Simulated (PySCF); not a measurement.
Si(OSiH3)(Me)2(Cl) (C2H9ClOSi2), SMILES C[Si](Cl)(O[SiH3])C. Heavy atoms are numbered as in [CH3:1][Si:2]([CH3:3])([Cl:4])[O:5][SiH3:6]. Hydrogens are named by the atom that carries them.

Coordinates come from a PBE-D3(BJ)/def2-SVP optimisation. The values are those of a single conformer.

These are PySCF with PBE/pcSseg-1 values and carry that method's errors.

GIAO shieldings, no solvent; atoms alike by connectivity are averaged. δ = σ(ref) − σ: ¹³C against TMS (σ = 182.0 ppm); ²⁹Si against TMS (σ = 335.4 ppm); ³⁵Cl against HCl (σ = 936.5 ppm); ¹⁷O against H2O (σ = 334.3 ppm); ¹H against TMS (σ = 31.49 ppm), references at their B3LYP-D3(BJ)/def2-TZVP geometries, non-relativistic (without spin–orbit terms, shifts of atoms bonded to Cl or Br come out too high).

Problem. Estimate the chemical shifts. (Estimate from the structure and the level; the computed values follow.)

Solution. 
```csv
nucleus,atoms,count,δ (ppm)
¹³C,C1 (CH3),2,8.6
²⁹Si,Si2,1,31.8
²⁹Si,Si6 (SiH3),1,-36.7
³⁵Cl,Cl4,1,86.0
¹⁷O,O5,1,69.0
¹H,H on Si6,3,5.61
¹H,H on C1,6,0.95
```
